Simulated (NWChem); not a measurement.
The numbers come from NWChem runs, not from measurements. System: IIn, charge 0, spin multiplicity 1, at a geometry optimised with PBE/def2-SVP with def2 effective core potentials on In, I. The structure started from a generated list of species. Level: B3LYP/def2-TZVPD with def2 effective core potentials on In, I, VWN1-RPA local correlation.

Job file:

```
start mol
memory heap 200 mb stack 900 mb global 1100 mb
geometry units angstroms nocenter noautoz
  In     0.000000     0.000000    -1.460991
  I      0.000000     0.000000     1.350727
  symmetry group C2v
end
basis spherical
  * library def2-tzvpd
end
ecp
  In library def2-ecp
  I library def2-ecp
end
dft
  xc b3lyp
  semidirect memsize 60000000 filesize 0
  iterations 100
end
task dft energy
```

Output (cleaned and shortened):

```
             Northwest Computational Chemistry Package (NWChem) 7.3.0
             --------------------------------------------------------

                                NWChem Input Module
                                -------------------

 Scaling coordinates for geometry "geometry" by  1.889725989
 (inverse scale =  0.529177249)

 Turning off AUTOSYM since
 SYMMETRY directive was detected!

                             Geometry "geometry" -> ""
                             -------------------------

 Output coordinates in angstroms (scale by  1.889725989 to convert to a.u.)

  No.       Tag          Charge          X              Y              Z
 ---- ---------------- ---------- -------------- -------------- --------------
    1 In                  49.0000     0.00000000     0.00000000    -1.46099100
    2 I                   53.0000     0.00000000     0.00000000     1.35072700

 Effective nuclear repulsion energy (a.u.)     488.7664110171

            Nuclear Dipole moment (a.u.)
            ----------------------------
        X                 Y               Z
 ---------------- ---------------- ----------------
     0.0000000000     0.0000000000    -0.0000529123

      Symmetry information
      --------------------

 Group name             C2v
 Group number             16
 Group order               4
 No. of unique centers     2

      Symmetry unique atoms

     1    2


 Summary of "ao basis" -> "" (spherical)
 ------------------------------------------------------------------------------
       Tag                 Description            Shells   Functions and Types
 ---------------- ------------------------------  ------  ---------------------
 *                         def2-tzvpd                 on all atoms

                                 NWChem DFT Module
                                 -----------------

 Summary of "ao basis" -> "ao basis" (spherical)
 ------------------------------------------------------------------------------
       Tag                 Description            Shells   Functions and Types
 ---------------- ------------------------------  ------  ---------------------
[...]
              MO Center=  8.4D-16,  3.1D-15, -5.0D-02, r^2= 5.2D+00
   Bfn.  Coefficient  Atom+Function         Bfn.  Coefficient  Atom+Function
  ----- ------------  ---------------      ----- ------------  ---------------
    75      0.428940  2 I  pz                 5      0.380716  1 In s
    69     -0.367109  2 I  pz                 2      0.355932  1 In s
     6      0.297336  1 In s                 72      0.295498  2 I  pz
     1     -0.262272  1 In s                  3     -0.220953  1 In s
    78      0.213256  2 I  pz                19     -0.185207  1 In pz

 Vector   24  Occ=0.000000D+00  E=-8.329503D-02  Symmetry=b1
              MO Center= -3.6D-15, -1.3D-18, -1.4D+00, r^2= 5.0D+00
   Bfn.  Coefficient  Atom+Function         Bfn.  Coefficient  Atom+Function
  ----- ------------  ---------------      ----- ------------  ---------------
    17      0.513147  1 In px                20      0.342224  1 In px
    14      0.325310  1 In px                11     -0.299799  1 In px
    76     -0.141502  2 I  px                73     -0.139291  2 I  px
    67      0.121075  2 I  px                70     -0.105371  2 I  px
     8     -0.046840  1 In px                95      0.042122  2 I  d  1

 Vector   25  Occ=0.000000D+00  E=-8.329503D-02  Symmetry=b2
              MO Center= -2.3D-18, -9.4D-15, -1.4D+00, r^2= 5.0D+00
   Bfn.  Coefficient  Atom+Function         Bfn.  Coefficient  Atom+Function
  ----- ------------  ---------------      ----- ------------  ---------------
    18      0.513147  1 In py                21      0.342224  1 In py
    15      0.325310  1 In py                12     -0.299799  1 In py
    77     -0.141502  2 I  py                74     -0.139291  2 I  py
    68      0.121075  2 I  py                71     -0.105371  2 I  py
     9     -0.046840  1 In py                93     -0.042122  2 I  d -1

 Vector   26  Occ=0.000000D+00  E=-2.732084D-02  Symmetry=a1
              MO Center=  5.4D-15, -8.6D-15, -1.5D+00, r^2= 1.0D+01
   Bfn.  Coefficient  Atom+Function         Bfn.  Coefficient  Atom+Function
  ----- ------------  ---------------      ----- ------------  ---------------
    22      0.580805  1 In pz                 6      0.386268  1 In s
    19      0.376921  1 In pz                78      0.277126  2 I  pz
    62     -0.270558  2 I  s                 81      0.268280  2 I  pz
     5      0.255964  1 In s                 16      0.233459  1 In pz
    13     -0.209582  1 In pz                61     -0.209172  2 I  s

 center of mass
 --------------
 x =   0.00000000 y =   0.00000000 z =   0.02761809

 moments of inertia (a.u.)
 ------------------
        1702.453785529283           0.000000000000           0.000000000000
           0.000000000000        1702.453785529283           0.000000000000
           0.000000000000           0.000000000000           0.000000000000

     Multipole analysis of the density
     ---------------------------------

     L   x y z        total         alpha         beta         nuclear
     -   - - -        -----         -----         ----         -------
     0   0 0 0     -0.000000    -23.000000    -23.000000     46.000000

     1   1 0 0     -0.000000     -0.000000     -0.000000      0.000000
     1   0 1 0     -0.000000     -0.000000     -0.000000      0.000000
     1   0 0 1     -1.507271     -3.670771     -3.670771      5.834272

     2   2 0 0    -36.706889    -18.353444    -18.353444      0.000000
     2   1 1 0     -0.000000     -0.000000     -0.000000      0.000000
     2   1 0 1      0.000000      0.000000      0.000000      0.000000
     2   0 2 0    -36.706889    -18.353444    -18.353444      0.000000
     2   0 1 1     -0.000000     -0.000000     -0.000000      0.000000
     2   0 0 2    -37.747449   -180.350065   -180.350065    322.952681

 Task  times  cpu:        3.9s     wall:        3.9s

 Total times  cpu:        3.9s     wall:        3.9s
```
